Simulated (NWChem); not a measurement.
System: SiBrF, singlet; SMILES F[Si]Br

Results from NWChem. Low-valent species are run as closed-shell singlets; no triplet was tried in these runs. The geometry was optimised at PBE0/def2-SVP. Level: PBE0/def2-SVP with SMD (1 M gas to 1 M solution), gas-phase geometry. Reactions with the solvent are ignored.

### Question
Predict the results for solvent n-hexane. Quantities: solvation free energy (kcal/mol); cavity-dispersion-structure term (kcal/mol); dipole in solution (D).

### Answer
The solvation free energy (kcal/mol) is -3.1. The cavity-dispersion-structure term (kcal/mol) comes out as -2.3 and the dipole in solution (D) is 1.30.
